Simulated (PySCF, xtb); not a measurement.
HSSi, SMILES [Si]=[SH+] (connectivity only; charge and spin as stated), charge +1, multiplicity 1.

Harmonic wavenumbers (cm⁻¹) from xtb with GFN2-xTB at its own minimum, in rising order: 559, 595, 2292.

Question: What does B3LYP-D3(BJ)/def2-TZVP in PySCF give at its own minimum? (An estimate is asked for; the answer gives what the named calculation found.)

Answer: 510, 611, 2545. Paired by order, the mean absolute difference is 106 cm⁻¹ and the zero-point energies are 4.9 and 5.2 kcal/mol.
